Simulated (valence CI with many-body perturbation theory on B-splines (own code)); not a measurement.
## Questions on Tl LXXVII

Computed by valence CI with perturbative core correlation (CI+MBPT): three valence electrons over a frozen Dirac-Fock core [He], a basis of 11 s, 11 p, 10 d, 8 f, 5 g, 2 h functions for each j, with the one-electron correlation potential Σ1, the two-electron term Σ2, the three-electron term Σ3, Breit, model QED; selected CI, second order for the rest, scaled by the run's own slope (own B-spline code, finite nucleus).

The last digits are not significant, and no measured levels were compared; by estimate large intervals hold to a few tenths of a per cent, small ones and those within an open d or f shell to about a per cent.

Levels are named by their leading jj configuration (3d3/2^4 stands for four electrons in 3d with j = 3/2), which in mixed levels can hold well under half, so a name can repeat and another be missing.

Rates and lifetimes use the calculated energies. Strong lines usually hold to 10 to 20 %, long lifetimes can be off by a factor of two.

Question: What is the ground level?

Answer: (2s^2 2p1/2) J=1/2, composition 100 % 2s2 2p 2P°, g = 0.603.

Question: How well does LS coupling describe the low levels?

Answer: Among the lowest 20 levels the leading LS term, summed over configurations, holds 76 % on average. For single configurations the figures are 75 % in LS and 99 % in jj coupling. Terms mix most in the J = 1/2 level at 2573.0 × 10³ cm⁻¹, where the leading one holds 48 %.

Question: Name the longest-lived excited levels whose lifetime is computed, and their main decay.

Answer: (2s 2p1/2 2p3/2) J=5/2 at 20085 × 10³ cm⁻¹ lives 87.9 ps, mostly by E1 to (2s^2 2p3/2) J=3/2; (2s 2p1/2^2) J=1/2 at 2573.0 × 10³ cm⁻¹ lives 30.4 ps, mostly by E1 to (2s^2 2p1/2) J=1/2; (2s^2 2p3/2) J=3/2 at 17920 × 10³ cm⁻¹ lives 6.28 ps, mostly by E1 to (2s 2p1/2^2) J=1/2.

Question: Where does the other parity begin?

Answer: At (2s 2p1/2^2) J=1/2, 2573.0 × 10³ cm⁻¹.

Question: Among levels below 158870 × 10³ cm⁻¹, which E1 lines absorb most strongly from the ground level?

Answer: to (2s^2 3d3/2) J=3/2 at 0.08858 nm, f = 0.537; to (2s 2p1/2 2p3/2) J=3/2 at 0.4813 nm, f = 0.203; to (2s 2p1/2 3p1/2) J=3/2 at 0.09180 nm, f = 0.192.
